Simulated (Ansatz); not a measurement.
Start from `[NH2][AlH][SeH]` and change one atom or group to get `[NH2][AlH2]`.

Ansatz, PBE0-D4/def2-TZVP geometries, multiplicity 1. Each molecule was computed in one conformer, which needn't be the lowest.

Scalar relativity is left out up to krypton.

```csv
property,`[NH2][AlH][SeH]`
"ideal-gas entropy at 298 K and 1 bar (rigid rotor, harmonic PBE0-D4/def2-TZVP) / J/(mol·K)",320
HOMO–LUMO gap (PBE/def2-TZVPP) / eV,4.73
LUMO energy (PBE/def2-TZVPP) / eV,-1.14
HOMO energy (PBE/def2-TZVPP) / eV,-5.87
size of the dipole moment (ωB97M-V/def2-TZVPP) / D,1.53
LUMO energy (PBE0/def2-TZVPP) / eV,-0.41
```

**Question.** Give the same properties after the change, and the shifts. (Estimate.)

**Answer.** Ansatz gave: 
| property | `[NH2][AlH2]` | shift |
| --- | --- | --- |
| ideal-gas entropy at 298 K and 1 bar (rigid rotor, harmonic PBE0-D4/def2-TZVP) / J/(mol·K) | 252 | -68 |
| HOMO–LUMO gap (PBE/def2-TZVPP) / eV | 4.84 | 0.11 |
| LUMO energy (PBE/def2-TZVPP) / eV | -1.40 | -0.26 |
| HOMO energy (PBE/def2-TZVPP) / eV | -6.24 | -0.37 |
| size of the dipole moment (ωB97M-V/def2-TZVPP) / D | 1.25 | -0.28 |
| LUMO energy (PBE0/def2-TZVPP) / eV | -0.64 | -0.23 |

With PBE0 the HOMO falls by 0.54 eV and the LUMO falls by 0.23 eV, so the gap widens by about 0.31 eV. PBE moves the HOMO by -0.37 eV and ωB97M-V by -0.79 eV. The zero-point energy changes by -5.3 kJ/mol with -3 modes. Dipoles are sizes alone; their direction can turn.

Spin–orbit coupling is left out; it splits and shifts lone-pair levels of the heavy atoms by tenths of an eV.
